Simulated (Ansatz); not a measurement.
Computed with Ansatz on PBE0-D4/def2-TZVP structures; ΔE is electronic, products minus reactants. CCSD(T)/CBS is the MP2 limit (def2-TZVPP, def2-QZVPP) plus CCSD(T) − MP2 in def2-TZVPP, frozen cores. One conformer a species, not always the lowest.

Reaction (silylene formation by 1,1-elimination): `CO[SiH](O)O[SiH2]O` → `O[SiH2]O` + `CO[Si]O`

```
             species  SCS-MP2/def2-TZVPP energy (Eh)
`CO[SiH](O)O[SiH2]O`                      -921.63612
          `O[SiH2]O`                      -441.77934
           `CO[Si]O`                      -479.75210
```

(1) Work out ΔE.

Largest T1 diagnostic among the species: 0.014.

Results:

(1) ΔE = (-441.77934) + (-479.75210) − (-921.63612) = 0.10468 Eh = +274.8 kJ/mol. CCSD(T)/CBS gives +273.7 kJ/mol.

From PBE to PBE0 (25 % exact exchange), in def2-TZVPP and without D4, ΔE moves by +25.8 kJ/mol. The D4 term adds +20.8 kJ/mol with B3LYP and +11.8 kJ/mol with PBE0; it sums over pairs of atoms, weighted by their polarisabilities, and B3LYP, whose exchange is more repulsive, gets the larger term.

B3LYP here is the variant with VWN-RPA as its local correlation; programs differ in this.
